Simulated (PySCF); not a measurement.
# Bonding in `C/C(F)=C\CC(F)(F)F`

Species: C₅H₆F₄.
Numbering: `[CH3:1]/[C:2]([F:3])=[CH:4]\[CH2:5][C:6]([F:7])([F:8])[F:9]` (hydrogens: H10, H11, H12 on C1; H13 on C4; H14, H15 on C5)

Geometry (GFN2-xTB, Å), atoms numbered from 1 in this order:
```
atom  x, y, z in Å
C1    -2.0927    0.3460    0.4260
C2    -1.0089    1.0060   -0.3496
F3    -1.3543    2.2536   -0.7453
C4     0.1860    0.5646   -0.7145
C5     0.7552   -0.7822   -0.3928
C6     1.8734   -0.6512    0.6301
F7     2.4327   -1.8404    0.9098
F8     2.8634    0.1476    0.2136
F9     1.4388   -0.1536    1.7966
H10   -2.9076    0.0660   -0.2419
H11   -2.4865    1.0545    1.1529
H12   -1.7343   -0.5346    0.9468
H13    0.8312    1.2268   -1.2735
H14    0.0094   -1.4599    0.0220
H15    1.1898   -1.2352   -1.2871
```

Bond orders from the PBE0/pcSseg-1 density (PySCF). One conformer (not necessarily the lowest) at the GFN2-xTB geometry, without solvent, vibrations or thermal averaging.

Task: How far do the computed orders between heavy atoms stray from the drawn ones?

Result: The largest departure is 0.117, at C2–C4 (drawn double, 1.883).

Task: Set the Mayer orders of the bonds between heavy atoms beside their lengths.

Result: 
```csv
bond,drawn as,length (Å),Mayer order
C1–C2,single,1.487,1.077
C2–F3,single,1.354,0.906
C2–C4,double,1.325,1.883
C4–C5,single,1.497,1.022
C5–C6,single,1.521,1.006
C6–F7,single,1.344,0.997
C6–F8,single,1.338,1.004
C6–F9,single,1.341,1.011
```

Bonds between the same two heavy elements. C–C: lowest C5–C6 (1.006, 1.521 Å), highest C2–C4 (1.883, 1.325 Å). C–F: lowest C2–F3 (0.906, 1.354 Å), highest C6–F9 (1.011, 1.341 Å).

Task: And the bonds to hydrogen?

Result: C–H: 0.93 to 0.95 (6 bonds).

Task: Sum the orders of all bonds at each heavy atom with more than one neighbour and set the sums beside the valence in the SMILES.

Result: C1 3.896 (drawn 4), C2 3.866 (drawn 4), C4 3.830 (drawn 4), C5 3.884 (drawn 4), C6 4.018 (drawn 4). Orders between atoms that aren't bonded are not in these sums.

For a closed shell the Mayer order of atoms A and B is Σ (PS)μν (PS)νμ over the basis functions μ on A and ν on B, with P the density and S the overlap matrix.
